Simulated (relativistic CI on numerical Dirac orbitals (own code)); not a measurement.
## One change at a time: Rb11+

Base calculation: Dirac-Coulomb-Breit CI, KLI orbitals optimised for each configuration, a model potential for QED, unscaled Slater integrals.

Configurations in the expansion (outside the closed core [Ne]): 3s²3p⁶3d⁸, 3s²3p⁵3d⁹, 3s²3p⁴3d¹⁰, 3s3p⁶3d⁹, 3s²3p⁶3d⁷4s, 3s²3p⁶3d⁷4p, 3p⁶3d¹⁰, 3s²3p⁶3d⁷4d, 3s²3p⁶3d⁶4s², 3s²3p⁶3d⁶4s4p, 3s²3p⁶3d⁷4f, 3s3p⁵3d¹⁰, 3s²3p⁶3d⁷5s, 3s²3p⁶3d⁶4p², 3s²3p⁶3d⁷5p, 3s²3p⁶3d⁶4s4d, 3s²3p⁵3d⁸4s, 3s²3p⁶3d⁷5d, 3s²3p⁶3d⁶4p4d, 3s²3p⁶3d⁷5f, 3s²3p⁵3d⁸4p, 3s²3p⁶3d⁷5g, 3s²3p⁶3d⁷6s, 3s²3p⁴3d⁹4s, 3s²3p⁶3d⁷6p, 3s²3p⁵3d⁷4s², 3s²3p⁶3d⁶4d², 3s²3p⁶3d⁷6d, 3s²3p⁴3d⁹4p, 3s²3p⁵3d⁷4s4p, 3s²3p⁵3d⁸4d, 3s²3p⁴3d⁹4d, 3s²3p⁵3d⁷4p², 3s3p⁶3d⁸4s, 3s3p⁶3d⁷4s², 3p⁶3d⁹4s. Levels of other configurations are missing.

The lowest level and the first level of each name with at least 55 % of one term (blank where a level has no safe partner in the second run):

| Level | Base (cm⁻¹) | Shift (cm⁻¹) |
| --- | --- | --- |
| 3s²3p⁶3d⁸ ³F4 | 0 | 0 |
| 3s²3p⁶3d⁸ ³F3 | 10904 | +10 |
| 3s²3p⁶3d⁸ ³F2 | 15610 | +522 |
| 3s²3p⁶3d⁸ ³P1 | 48450 | +3219 |
| 3s²3p⁶3d⁸ ³P0 | 48914 | +3498 |
| 3s²3p⁶3d⁸ ³P2 | 49073 | +3636 |
| 3s²3p⁶3d⁸ ¹G4 | 61435 | -116 |
| 3s²3p⁶3d⁸ ¹S0 | 127563 | +14215 |
| 3s²3p⁵3d⁹ ³F°4 | 1004982 | +1937 |
| 3s²3p⁵3d⁹ ¹D°2 | 1020826 | +4480 |
| 3s²3p⁵3d⁹ ³F°3 | 1035915 | +2853 |
| 3s²3p⁶3d⁷4s ⁵F5 | 1067803 | +2387 |
| 3s²3p⁶3d⁷4s ⁵F4 | 1074468 | +2421 |
| 3s²3p⁵3d⁹ ³P°1 | 1078704 | +8947 |
| 3s²3p⁵3d⁹ ³P°0 | 1079750 | +8730 |
| 3s²3p⁶3d⁷4s ⁵F3 | 1080323 | +2464 |
| 3s²3p⁶3d⁷4s ⁵F2 | 1084037 | +2575 |
| 3s²3p⁶3d⁷4s ⁵F1 | 1086306 | +2655 |
| 3s²3p⁶3d⁷4s ³F4 | 1086574 | +2620 |
| 3s²3p⁵3d⁹ ³D°3 | 1092285 | +9563 |
| 3s²3p⁶3d⁷4s ³F3 | 1095681 | +2760 |
| 3s²3p⁶3d⁷4s ³F2 | 1100891 | +3006 |

At this charge energies of transitions that change n are usually good to better than 1 %, and those within a shell (Δn = 0) to a few per cent. Terms inside the open d or f shell come out 10 to 20 % too wide with unscaled integrals.

One thing was changed in a second run, which moved the levels as shown. Which?
A. Breit term removed
B. valence Slater integrals scaled by 0.9
C. QED terms removed
D. non-relativistic limit
E. configuration mixing switched off

E. Configuration mixing switched off. Without mixing, levels that were pushed by configurations of the same parity and J return to their single-configuration places.

LS names give the leading component of a level, which can be under half, so a name can repeat, a term be missing and a line seem to break the LS rules.
